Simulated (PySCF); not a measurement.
# Polarisability and C₆ of Pb⁻ (lead, charge -1)

[Xe] 4f14 5d10 6s2 6p3, high-spin 4S determinant. Calculation: PySCF 2.14, in aug-cc-pwCVDZ-PP with ECP60MDF; a scalar-relativistic core potential. Coupled (time-dependent) response in atomic units; α is the mean over directions. A double-zeta set is small for polarisabilities.

```csv
method,mean α (bohr³),C₆ (like pair),S(−4)
UHF,157.9,2813,11550
LC-wPBE,155.4,2725,11050
M06-2X,177.5,3190,14990
```

S(−4) is the Cauchy moment in α(ω) = α(0) + S(−4) ω² + …

α(iu) at UHF:

```tsv
u (hartree)	α(iu) (bohr³)
0	157.9
0.0500	135.4
0.100	101.8
0.200	59.74
0.300	38.33
0.500	19.51
0.750	10.97
1.00	7.326
1.50	4.260
2.00	2.938
3.00	1.711
5.00	0.7907
```

A single London oscillator, α(iu) = α/(1 + u²/ω²), gives C₆ = (3/4) ω α². Matching the computed C₆ needs ω = 4 × 2813 / (3 × 157.9²) = 0.150 hartree.

For an ion, C₆ is the dispersion term alone; charge-induced terms of lower order in 1/R come first.

Energies and moments cover only the electrons outside the core potential. Spin-orbit coupling, which splits the p, d and f shells strongly at this Z, is absent. Spin-orbit coupling is strong in this species (close to jj coupling), so the high-spin LS determinant is a model state, not a physical level.
